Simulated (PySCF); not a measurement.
# Finite-field polarisability of Mg (magnesium, neutral)

[Ne] 3s2, closed-shell 1S. All numbers are calculated (PySCF 2.14, the spin-free X2C one-electron Hamiltonian (Gaussian nucleus), in aug-cc-pVDZ-DK (5s4p2d, 27 functions)). Frozen: [Ne]. Energy changes in a uniform field (μhartree):

```tsv
axis	F (au)	HF	MP2	CCSD	CCSD(T)
x	0.0016	-103.222	-97.217	-94.924	-94.924
x	0.0032	-413.177	-389.128	-379.913	-379.913
```

Task: Derive α along x at CCSD(T) from the two fields.

Result: With ΔE = −αF²/2 − γF⁴/24, α = −(16 ΔE(F) − ΔE(2F))/(6F²) = 74.15 bohr³.

Task: And the mean polarisability at each level?

Result: HF 80.62, MP2 75.93, CCSD 74.15, CCSD(T) 74.15 bohr³. Reference: 71.2 ± 0.4 bohr³ (recommended; Schwerdtfeger and Nagle, table of static dipole polarizabilities (2023 update)).

A double-zeta set is small for polarisabilities.
